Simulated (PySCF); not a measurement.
PySCF input (M06-2X/6-31G* (5d)):

```python
from pyscf import gto, dft

mol = gto.M(
    atom='''
    N     0.65344700    1.98905200   -0.47364600
    Si    0.96989100    0.35039300   -0.89829500
    Si   -0.21275900   -0.90175000    0.75931700
    N    -1.92263100   -0.68297900    0.77340000
    H    -0.20111600    2.37937000   -0.87334000
    H     2.42023900    0.06815400   -0.76896700
    H     0.50688900   -0.09778800   -2.24408700
    H     0.32155200   -0.52163100    2.08625200
    H     0.05705800   -2.33566100    0.48183700
    H    -2.32358000    0.17767700    1.11183700
    H    -2.49661100   -1.09363000    0.05388500
    ''',
    basis='6-31g*',
    charge=0,
    spin=1,
    verbose=4,
)

mf = dft.UKS(mol, xc='m062x')
mf.grids.level = 4
mf.conv_tol = 1e-9
mf.max_cycle = 100
mf.max_memory = 1500
mf.kernel()
if not mf.converged:
    mf = mf.newton()
    mf.kernel(mf.make_rdm1())
mo, _, stable, _ = mf.stability(return_status=True)
if not stable:
    mf.kernel(mf.make_rdm1(mo, mf.mo_occ))
    stable = mf.stability(return_status=True)[2]
mf.dip_moment()
```

From the output:

```
  alpha nocc = 25  HOMO = -0.225363322763402  LUMO = -0.0184461501470956
  beta  nocc = 24  HOMO = -0.308313878155642  LUMO = -0.225363322763403

WARN: HOMO -0.225363322763402 >= LUMO -0.225363322763403

cycle= 1 E= -692.391855907406  delta_E= 0.117  |g|= 0.377  |ddm|=    2
  alpha nocc = 25  HOMO = -0.155860189583263  LUMO = 0.0111985873747327
  beta  nocc = 24  HOMO = -0.164514289786297  LUMO = -0.0475158088443313
  HOMO = -0.155860189583  LUMO = -0.0475158088443  gap/eV = 2.94820
cycle= 2 E= -692.303764310061  delta_E= 0.0881  |g|= 0.594  |ddm|= 1.07
  alpha nocc = 25  HOMO = -0.27453166919206  LUMO = 0.0279756077020346
  beta  nocc = 24  HOMO = -0.284303995069255  LUMO = -0.107916593761218
  HOMO = -0.274531669192  LUMO = -0.107916593761  gap/eV = 4.53383
cycle= 3 E= -692.493400870737  delta_E= -0.19  |g|= 0.0488  |ddm|= 0.696
  alpha nocc = 25  HOMO = -0.278379766241708  LUMO = 0.0340262885764604
  beta  nocc = 24  HOMO = -0.292289632339133  LUMO = -0.0820700454076739
  HOMO = -0.278379766242  LUMO = -0.0820700454077  gap/eV = 5.34186
cycle= 4 E= -692.49750372448  delta_E= -0.0041  |g|= 0.0471  |ddm|= 0.122
  alpha nocc = 25  HOMO = -0.279837949009221  LUMO = 0.0361921432793855
  beta  nocc = 24  HOMO = -0.292377441472761  LUMO = -0.0770796837570686
  HOMO = -0.279837949009  LUMO = -0.0770796837571  gap/eV = 5.51733
cycle= 5 E= -692.499611235122  delta_E= -0.00211  |g|= 0.0192  |ddm|= 0.0736
  alpha nocc = 25  HOMO = -0.280721448710864  LUMO = 0.0361161989574441
  beta  nocc = 24  HOMO = -0.295163631202905  LUMO = -0.0704227384089005
  HOMO = -0.280721448711  LUMO = -0.0704227384089  gap/eV = 5.72252
cycle= 6 E= -692.50071905899  delta_E= -0.00111  |g|= 0.00855  |ddm|= 0.073
  alpha nocc = 25  HOMO = -0.278469343138104  LUMO = 0.0370052653741171
  beta  nocc = 24  HOMO = -0.294351502993379  LUMO = -0.0664370588246972
  HOMO = -0.278469343138  LUMO = -0.0664370588247  gap/eV = 5.76969
cycle= 7 E= -692.500996897383  delta_E= -0.000278  |g|= 0.00232  |ddm|= 0.0496
  alpha nocc = 25  HOMO = -0.278661553965607  LUMO = 0.036622138690805
  beta  nocc = 24  HOMO = -0.29441705772415  LUMO = -0.0670002425907494
  HOMO = -0.278661553966  LUMO = -0.0670002425907  gap/eV = 5.75960
cycle= 8 E= -692.501013855479  delta_E= -1.7e-05  |g|= 0.00124  |ddm|= 0.00839
  alpha nocc = 25  HOMO = -0.278369078929719  LUMO = 0.0367232240719249
  beta  nocc = 24  HOMO = -0.294205521404757  LUMO = -0.0668883448293331
  HOMO = -0.27836907893  LUMO = -0.0668883448293  gap/eV = 5.75468
cycle= 9 E= -692.501020344499  delta_E= -6.49e-06  |g|= 0.000767  |ddm|= 0.00475
  alpha nocc = 25  HOMO = -0.278314143289705  LUMO = 0.0366923189794397
  beta  nocc = 24  HOMO = -0.294207466357141  LUMO = -0.0667719128912134
  HOMO = -0.27831414329  LUMO = -0.0667719128912  gap/eV = 5.75636
cycle= 10 E= -692.50102496323  delta_E= -4.62e-06  |g|= 0.000491  |ddm|= 0.00502
  alpha nocc = 25  HOMO = -0.278302870160443  LUMO = 0.0366809141827491
  beta  nocc = 24  HOMO = -0.294097372920805  LUMO = -0.0668258978886693
  HOMO = -0.27830287016  LUMO = -0.0668258978887  gap/eV = 5.75458
cycle= 11 E= -692.501027121571  delta_E= -2.16e-06  |g|= 0.000352  |ddm|= 0.00338
  alpha nocc = 25  HOMO = -0.278290049653635  LUMO = 0.0366677305736438
  beta  nocc = 24  HOMO = -0.294073643446042  LUMO = -0.0667597889671407
  HOMO = -0.278290049654  LUMO = -0.0667597889671  gap/eV = 5.75603
cycle= 12 E= -692.501028419544  delta_E= -1.3e-06  |g|= 0.000155  |ddm|= 0.00425
  alpha nocc = 25  HOMO = -0.278292252826316  LUMO = 0.036663066692991
  beta  nocc = 24  HOMO = -0.294036380225468  LUMO = -0.0667997038584489
  HOMO = -0.278292252826  LUMO = -0.0667997038584  gap/eV = 5.75501
cycle= 13 E= -692.501028524542  delta_E= -1.05e-07  |g|= 3.72e-05  |ddm|= 0.00118
  alpha nocc = 25  HOMO = -0.278289219366728  LUMO = 0.0366621954962976
  beta  nocc = 24  HOMO = -0.294034006946793  LUMO = -0.0667992133842072
  HOMO = -0.278289219367  LUMO = -0.0667992133842  gap/eV = 5.75494
cycle= 14 E= -692.501028528324  delta_E= -3.78e-09  |g|= 2.58e-05  |ddm|= 0.000222
  alpha nocc = 25  HOMO = -0.278290095016664  LUMO = 0.0366622282692264
  beta  nocc = 24  HOMO = -0.294035933553171  LUMO = -0.066798886518586
  HOMO = -0.278290095017  LUMO = -0.0667988865186  gap/eV = 5.75497
cycle= 15 E= -692.501028528809  delta_E= -4.85e-10  |g|= 6.83e-06  |ddm|= 4.3e-05
  alpha nocc = 25  HOMO = -0.278289595568631  LUMO = 0.0366624147861621
  beta  nocc = 24  HOMO = -0.294034819056958  LUMO = -0.0667978218298373
  HOMO = -0.278289595569  LUMO = -0.0667978218298  gap/eV = 5.75498
Extra cycle  E= -692.501028528861  delta_E= -5.14e-11  |g|= 6.12e-06  |ddm|= 1.4e-05
converged SCF energy = -692.501028528861  <S^2> = 0.75718732  2S+1 = 2.0071745
uhf_internal: lowest eigs of H = [0.09742243 0.22910727 0.36440175]
<class 'pyscf.dft.uks.UKS'> wavefunction is stable in the internal stability analysis
Dipole moment(X, Y, Z, Debye): -2.39738, -0.40295, -1.09327
```

The geometry given is a B3LYP-D3(BJ)/def2-TZVP minimum.
